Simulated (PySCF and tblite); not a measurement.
C₄H₉Br, numbered as in [CH3:1][CH2:2][CH2:3][CH2:4][Br:5].

Search: ETKDG and KDG, MMFF94s, GFN2-xTB, 90 starts; geometries at PBE0-D3(BJ)/def2-SVP. Energies: PBE0-D3(BJ)/def2-TZVP (IEF-PCM, chloroform), with GFN2-xTB thermal terms (modes under about 100 cm⁻¹ blended into free rotors). Symmetry numbers and mirror images are counted. Conformers within 3 kcal/mol (GFN2-xTB free energy) were kept, 8 at most. GIAO shieldings: wB97X-D/pcSseg-1 (IEF-PCM, chloroform). Shifts are against TMS (¹H), TMS (¹³C) at the same level. Codes: tblite and PySCF.

Torsions listed: C1–C2–C3–C4, C2–C3–C4–Br5. Of a mirror pair one member is shown.

| conformer | shape | weight % | dipole D |
| --- | --- | --- | --- |
| 1 | -179°, -66° | 41.4 | 2.67 |
| 2 | 180°, 179° | 23.3 | 2.84 |
| 3 | -58°, -60° | 22.1 | 2.69 |
| 4 | 65°, 178° | 12.8 | 2.86 |
| 5 | 70°, -79° | 0.5 | 2.79 |

(1) How do the computed shifts compare with measured ones?

Answers

(1) 
| nucleus | signal | leading conformer | average | measured | medium |
| --- | --- | --- | --- | --- | --- |
| ¹H | H1 | 1.00 | 0.98 | 0.93 | not stated per compound (mostly CDCl3 or CCl4) |
| ¹H | H2 | 1.34 | 1.32 | 1.46 | not stated per compound (mostly CDCl3 or CCl4) |
| ¹H | H3 | 1.49 | 1.54 | 1.84 | not stated per compound (mostly CDCl3 or CCl4) |
| ¹H | H4 | 3.49 | 3.43 | 3.42 | not stated per compound (mostly CDCl3 or CCl4) |

Measured values: Pretsch, Buehlmann, Badertscher, Structure Determination of Organic Compounds, 4th ed. (2009). Mean difference for ¹H: -0.09 ppm, scatter 0.14 ppm. The computed shifts are unscaled and lack vibrational corrections.
